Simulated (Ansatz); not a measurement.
Start from `C#CC(F)CCl` and change one atom or group to get `F[CH]([GeH3])CCl`.

Ansatz, PBE0-D4/def2-TZVP geometries, multiplicity 1. Each molecule was computed in one conformer, which needn't be the lowest.

Scalar relativity is left out up to krypton.

```
                               property  `C#CC(F)CCl`
      HOMO energy (PBE/def2-TZVPP) / eV         -7.03
     LUMO energy (PBE0/def2-TZVPP) / eV         -0.15
   HOMO–LUMO gap (PBE0/def2-TZVPP) / eV          8.17
     HOMO energy (PBE0/def2-TZVPP) / eV         -8.32
    HOMO–LUMO gap (PBE/def2-TZVPP) / eV          5.81
HOMO–LUMO gap (ωB97M-V/def2-TZVPP) / eV         12.56
```

**Question.** What does the change do to each property? (Estimate.)

**Answer.** Ansatz gave: 
| property | `F[CH]([GeH3])CCl` | shift |
| --- | --- | --- |
| HOMO energy (PBE/def2-TZVPP) / eV | -6.96 | 0.07 |
| LUMO energy (PBE0/def2-TZVPP) / eV | 0.22 | 0.37 |
| HOMO–LUMO gap (PBE0/def2-TZVPP) / eV | 8.54 | 0.37 |
| HOMO energy (PBE0/def2-TZVPP) / eV | -8.32 | 0.00 |
| HOMO–LUMO gap (PBE/def2-TZVPP) / eV | 6.18 | 0.37 |
| HOMO–LUMO gap (ωB97M-V/def2-TZVPP) / eV | 12.53 | -0.03 |
